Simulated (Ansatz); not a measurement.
Consider the redistribution: `[F][SbH][SeH]` + `[OH][Hf]([F])([SH])[Cl]` → `[OH][Hf]([F])([Cl])[SeH]` + `[F][SbH][SH]`.

Gas-phase electronic energies from Ansatz, PBE0-D4/def2-TZVP geometries. CCSD(T)/CBS adds triple-zeta CCSD(T) − MP2 to the extrapolated MP2 energy (def2 sets, frozen cores). Elements past krypton have def2 core potentials. For Hf, Sb, Se outer-core shells are correlated without core-valence functions, which leaves a few kJ/mol of doubt a bond. Scalar relativity is left out up to krypton. Each species was taken in one conformer, which may not be the lowest.

```tsv
species	SCS-MP2/def2-QZVPP energy (Eh)
`[F][SbH][SeH]`	-2741.17141
`[OH][Hf]([F])([SH])[Cl]`	-1081.69659
`[OH][Hf]([F])([Cl])[SeH]`	-3084.36078
`[F][SbH][SH]`	-738.50505
```

Work out ΔE.

ΔE = (-3084.36078) + (-738.50505) − (-2741.17141) − (-1081.69659) = 0.00217 Eh = +1.4 kcal/mol. CCSD(T)/CBS gives +1.7 kcal/mol.

Largest T1 diagnostic among the species: 0.015.
